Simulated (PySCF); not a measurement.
Computed properties of C₃H₈FNSi, SMILES C/N=C/[C@H](F)[SiH3]

C3H8FNSi, SMILES C/N=C/[C@H](F)[SiH3]. Geometry optimised at B3LYP-D3(BJ)/def2-SVP. The structure was generated by enumeration; whether it is a known compound was not checked. Other conformers were not sampled. All values are computed for the isolated molecule unless a solvent is named; none is compared with measurement here.

**Structure.** All 36 harmonic modes at B3LYP-D3(BJ)/def2-SVP (PySCF) are real, so it is a minimum. With heavy atoms numbered as in [CH3:1]/[N:2]=[CH:3]/[C@H:4]([F:5])[SiH3:6], the shortest bond between them is N2–C3 at 1.266 Å and the longest C4–Si6 at 1.921 Å.

**Vibrations.** The strongest infrared lines (harmonic, unscaled, degenerate partners summed) lie at 919 cm⁻¹ (203 km/mol, H 88 %, Si 8 %), 2225 cm⁻¹ (123 km/mol, H 97 %), 2258 cm⁻¹ (98 km/mol, H 96 %). The softest mode is at 93 cm⁻¹ and the zero-point energy is 65.0 kcal/mol.

**Electronic structure.** ωB97X/def2-TZVP (PySCF) places the frontier levels at -10.13 and 1.61 eV, a gap of 11.74 eV, and gives a dipole moment of 2.08 D and a mean polarisability of 71.9 bohr³. PBE/def2-TZVP (PySCF) at the same geometry gives -6.22 and -1.77 eV, so its gap is 7.29 eV narrower. An orbital gap is neither the optical nor the fundamental gap.

**Excitations.** TDA-M06-2X/def2-SVPD (PySCF) has S1 at 4.92 eV (252 nm, f = 0.001, dark); the most intense of the 10 singlets computed lies at 7.93 eV (f = 0.11). T1 (TDA) is at 4.23 eV, 0.69 eV under S1. TDA-PBE/def2-SVPD (PySCF) puts S1 at 4.76 eV. No vertical singlet excitation falls in the visible range (under 3.1 eV).

**NMR.** GIAO shifts at B3LYP/pcSseg-1 (PySCF) (non-relativistic, atoms alike by connectivity averaged): ¹³C from 53.2 to 175.0 ppm against TMS; ¹H from 3.8 to 8.4 ppm against TMS; ²⁹Si at -69.9 ppm against TMS; ¹⁹F at -259.9 ppm against CFCl3.

**Solvation.** SMD-PBE0/6-31G* (PySCF) gives -1.9 kcal/mol in water, -2.9 kcal/mol in benzene, -3.6 kcal/mol in ethylethanoate (1 M in both phases, gas-phase geometry); of these solvents ethylethanoate holds the molecule best.
